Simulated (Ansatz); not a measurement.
Al(H2S)F3 (AlH₂SF₃). Charge 0, multiplicity 1. Geometry relaxed at PBE-D4/def2-SVP.

```
atom   x (Å)   y (Å)   z (Å)
 Al1   0.102  -0.236  -1.000
  S2   0.389  -0.087   1.484
  H3   0.283   1.274   1.503
  H4  -0.943  -0.243   1.736
  F5   1.596   0.346  -1.478
  F6  -1.198   0.817  -1.112
  F7  -0.229  -1.870  -1.132
```

Estimate the harmonic wavenumbers at RKS PBE-D4/def2-SVP (Ansatz, unscaled). Is this a minimum?

65i, 91, 95, 201, 231, 231, 328, 469, 517, 666, 910, 926, 1132, 2605, 2626 cm⁻¹. No: 1 imaginary mode, a saddle point. Zero-point energy 66.0 kJ/mol. It took 26 s on 2 threads of AMD EPYC 7R13 on a shared host.
